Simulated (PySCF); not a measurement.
# Ba³⁶⁺: ionisation energy

Ba³⁶⁺ [Ar] 3d2 (3F) → Ba³⁷⁺ [Ar] 3d1 (2D), as a difference of total energies. Calculation: PySCF 2.14, in an even-tempered Gaussian basis (16 s from 6.2 bohr⁻², ratio 2.5; 11 p from 8.1 bohr⁻², ratio 2.5; 7 d from 8.1 bohr⁻², ratio 2.5; 4 f from 28 bohr⁻², ratio 2.7; 3 g from 43 bohr⁻², ratio 2.7); no relativity, point nucleus. Correlated levels: outer shells: [Ne] frozen; virtual orbitals above 40 to 60 times the deepest correlated orbital energy dropped. The calculations carry no spin-orbit coupling.

```
                method  ionisation energy (eV)
                   UHF                  2442.9
                   LDA                  2442.1
                   PBE                  2442.7
                  PBE0                  2443.2
                r2SCAN                  2444.6
                  BP86                  2443.1
                 TPSSh                  2442.8
    MP2 (outer shells)                  2442.4
SCS-MP2 (outer shells)                  2442.3
```

Spin-orbit coupling is strong in these open shells (close to jj coupling). The scalar numbers leave it out and a first-order estimate fails, so it can dominate the gap to the real levels.

All relativistic terms are absent from these numbers, so their closeness to the reference says little about the methods.

For comparison: 2452 ± 5 eV (theoretical estimate listed by NIST; NIST Atomic Spectra Database, ionization energies).
